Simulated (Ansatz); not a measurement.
Gas-phase reaction in SMILES: N[SiH3] -> [NH-][SiH3] + H+
Structures are relaxed separately at B3LYP-D3(BJ)/def2-TZVP in Ansatz (an electronic-structure program).
Geometry of the first species:
```
Si
N 1 1.7237
H 2 1.0079 1 120.20
H 2 1.0079 3 110.80 1 147.52
H 1 1.4811 2 107.87 3 -48.00
H 1 1.4811 5 110.61 2 117.76
H 1 1.4892 5 107.32 6 116.78
```

Wanted: gas-phase deprotonation energy (electronic energy difference), in kcal/mol. Cores are frozen in the correlated levels unless marked. No spin-orbit coupling. Non-relativistic. Anions need diffuse functions: aug- sets have them; def2-D sets add few; the other sets have none. Basis-set limits of correlation are two-point, X^-3; Hartree-Fock from the larger set.

```
level                                                program  gas-phase deprotonation energy (kcal/mol)
--------------------------------------------  --------------  -----------------------------------------
PBE/def2-TZVPD                                        Ansatz                                      379.9
r2SCAN/def2-TZVPD                                     Ansatz                                        [?]
B3LYP/def2-TZVPD                                      Ansatz                                      384.1
PBE0-D3(BJ)/def2-TZVPD                        Ansatz + dftd3                                      385.2
CAM-B3LYP-D3(BJ)/def2-TZVPD                   Ansatz + dftd3                                      384.4
CAM-B3LYP/def2-TZVPD                                  Ansatz                                      384.2
wB97M-V/def2-TZVPD                                    Ansatz                                        [?]
B2PLYP-D4/def2-TZVPD                          Ansatz + dftd4                                        [?]
SCS-MP2/STO-3G                                        Ansatz                                      528.8
SCS-MP2/6-31G                                         Ansatz                                      406.3
SCS-MP2/cc-pV(Q+d)Z                                   Ansatz                                      387.2
CCSD/cc-pV(5+d)Z                                      Ansatz                                        [?]
CCSD(T)/CBS(aug-cc-pV(T+d)Z,aug-cc-pV(Q+d)Z)          Ansatz                                      384.0
```

Problem. What belongs in the gaps?

Solution. 
- r2SCAN/def2-TZVPD, gas-phase deprotonation energy (kcal/mol): 383.1
- wB97M-V/def2-TZVPD, gas-phase deprotonation energy (kcal/mol): 381.7
- B2PLYP-D4/def2-TZVPD, gas-phase deprotonation energy (kcal/mol): 382.7
- CCSD/cc-pV(5+d)Z, gas-phase deprotonation energy (kcal/mol): 387.7
